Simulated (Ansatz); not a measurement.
Stretching the Si3–C2 bond in C2H6O3Si (SMILES C=C[Si](O)(O)O) (multiplicity 1 held, fragments rigid). Energies count from the point at 1.849 Å.
Geometry at that point (charge 0, multiplicity 1):
```xyz
12

C      2.178    -0.788     0.777
C      1.454    -0.371    -0.261
Si    -0.324     0.121    -0.140
O     -0.960    -0.350     1.306
O     -0.580     1.740    -0.215
O     -1.059    -0.547    -1.442
H      1.753    -0.873     1.771
H      3.225    -1.057     0.684
H      1.941    -0.304    -1.231
H     -0.938    -1.285     1.521
H     -0.525     2.236     0.606
H     -1.925    -0.207    -1.686
```

Signs of static correlation in cc-pV(D+d)Z, from Ansatz (a program for electronic structure) runs.

| R (Å) | T1 of restricted CCSD | ⟨S²⟩ of UHF | largest double amplitude of restricted CCSD |
|---|---|---|---|
| 1.479 | 0.012 | 0.000 | 0.118 |
| 1.664 | 0.012 | 0.000 | 0.118 |
| 1.849 | 0.012 | 0.000 | 0.115 |
| 2.034 | 0.012 | 0.000 | 0.111 |
| 2.219 | 0.012 | 0.000 | 0.105 |
| 2.497 | 0.012 | 0.051 | 0.097 |
| 2.774 | 0.013 | ___ | 0.134 |
| 3.236 | 0.015 | 1.072 | 0.258 |
| 3.699 | 0.020 | 1.201 | ___ |
| 4.253 | 0.027 | 1.243 | 0.544 |
| 4.993 | 0.033 | 1.254 | 0.687 |

Q: Some entries are withheld; supply them.

A: 
- 2.774, ⟨S²⟩ of UHF: 0.629
- 3.699, largest double amplitude of restricted CCSD: 0.389

Doubts at one or more of the structures used: a restricted determinant that unrestricted orbitals would lower (R-CCSD(T)/cc-pV(D+d)Z); other coupled-cluster roots lie near (R-CCSD(T)/cc-pV(D+d)Z); a spin-contaminated determinant (U-CCSD(T)/cc-pV(D+d)Z); the program's own flag: large difference (U-CCSD(T)/cc-pV(D+d)Z).
